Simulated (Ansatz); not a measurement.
Gas-phase electronic energies from Ansatz, PBE0-D4/def2-TZVP geometries. CBS: MP2 limit from def2 TZ/QZ plus the TZ coupled-cluster correction, frozen cores. This one scheme is used for every species. DFT in def2-TZVPP. For Ti outer-core shells are correlated without core-valence functions, which leaves a few kJ/mol of doubt a bond. Scalar relativity is left out up to krypton. One conformer a species, not always the lowest.

Reaction (redistribution): `CC1=CC(C(F)(F)F)=[O+][Ti-]([OH])([OH])([Cl])[O]1` + `C[O][Al]([OH])[F]` → `CC1=CC(C(F)(F)F)=[O+][Ti-]([OH])([F])([Cl])[O]1` + `C[O][Al]([OH])[OH]`

```csv
level,ΔE (kJ/mol)
revPBE-D4,1.8
CAM-B3LYP-D4,1.3
r2SCAN,-0.4
CCSD/def2-TZVPP,3.5
```

Problem. What does CCSD(T)/CBS give? (Best estimate.)

Solution. The calculation gave: +8.7 kJ/mol. The listed levels differ from it by -6.9, -7.4, -9.1, -5.2 kJ/mol.

Largest T1 diagnostic among the species: 0.021, so the coupled-cluster value is less sure than usual.

In def2-TZVPP, CCSD(T) changes the Hartree–Fock value by +8.9 kJ/mol (the triples alone add +2.5 kJ/mol) and MP2 by +12.8 kJ/mol. Leaving LDA and LC-ωPBE aside and taking each functional with its dispersion term where it has one, the values, not all of them listed here, spread over 4.9 kJ/mol, from ωB97X-V to B2PLYP.
